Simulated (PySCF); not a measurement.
# Reading the logs of faulty runs: AlBCH7N

Calculated results; nothing here was measured. They come from PySCF 2.14.0, an open-source quantum chemistry program, on an isolated molecule that a program drew, which may never have been made. The molecule is AlBCH7N (charge 0, singlet), drawn as the SMILES string `BN[CH2][AlH2]`.

Each row is a Hartree-Fock (HF) and frozen-core CCSD(T) single point in the cc-pV(D+d)Z basis, meant for a local HF minimum. Run 1 is clean. Each other run has one planted mistake out of seven kinds, and not every kind appears here: one electron removed, one electron added, multiplicity raised by two, geometry at a saddle point, minimal basis STO-3G, one bond length entered in bohr, all coordinates scaled. The reference is restricted for singlets and unrestricted otherwise, and also for a bond in bohr. Adding or removing an electron swaps singlet and doublet. Electrons count all cores. HOMO and LUMO are orbital energies over both spins, the gradient is its largest component, and the lowest frequency (negative if imaginary) is given only where the gradient is small. Bond lengths are over the 10 bonds as drawn. T1 is the CCSD diagnostic: over 0.02 (restricted) or 0.045 (unrestricted) a single reference is doubtful.

Geometry of the clean run:
```xyz
11
AlBCH7N, angstrom
B    -0.9554   -2.3166   -0.8839
N    -0.1396   -1.5666   -0.0228
C    -0.1753   -0.0864    0.2207
Al   -1.2706   -0.5795    1.7561
H    -1.8399   -1.7698   -1.4810
H    -0.7521   -3.4946   -0.9880
H     0.6448   -2.0292    0.3967
H     0.8412    0.2881    0.3275
H    -0.6470    0.3980   -0.6318
H    -0.5321   -1.0641    3.0681
H    -2.8398   -0.6524    1.6047
```

| run | electrons | basis functions | <S^2> | HOMO (eV) | LUMO (eV) | gradient (hartree/bohr) | lowest frequency (cm^-1) | mean bond (Å) | longest bond (Å) | T1 | HF (hartree) | CCSD(T) (hartree) | mistake |
|---|---|---|---|---|---|---|---|---|---|---|---|---|---|
| 1 | 38 | 100 | 0.000 | -9.85 | 2.09 | 3.2e-05 | 103 | 1.3591 | 1.949 | 0.0136 | -363.00621 | -363.54632 | no fault |
| 2 | 39 | 100 | 0.759 | 1.15 | 7.35 | 4.9e-02 | - | 1.3591 | 1.949 | 0.0287 | -362.94623 | -363.50561 | one electron added |
| 3 | 38 | 31 | 0.000 | -7.53 | 8.46 | 4.6e-02 | - | 1.3591 | 1.949 | 0.0174 | -358.62550 | -358.86173 | minimal basis STO-3G |
| 4 | 38 | 100 | 0.955 | -8.03 | 0.95 | 3.8e-02 | - | 1.4840 | 2.652 | 0.0672 | -362.82217 | -363.33931 | ? |

**Which mistake was planted in run 4, and what did it cost?**

The mean bond changes by a factor of 1.092 and the longest by 1.361, so the molecule wasn't scaled as a whole. A length L in bohr read as angstrom grows by (1/0.5292 - 1) L = 0.890 L. The 10 bonds together grew by 10 x 0.1249 = 1.249 Å, which gives L = 1.404 Å. That is bond B1-N2, 1.403 Å in the clean geometry. So the mistake is: one bond length entered in bohr. Subtracting run 1 and multiplying by 627.51 kcal/mol a hartree, the energy moved by 115.5 kcal/mol in HF and 129.9 kcal/mol in CCSD(T).

Cautions from the logs. Run 2: the HOMO is above zero, so the electron isn't bound and the energy depends on the basis; run 4: T1 is over the limit, so its CCSD(T) energy is less reliable.
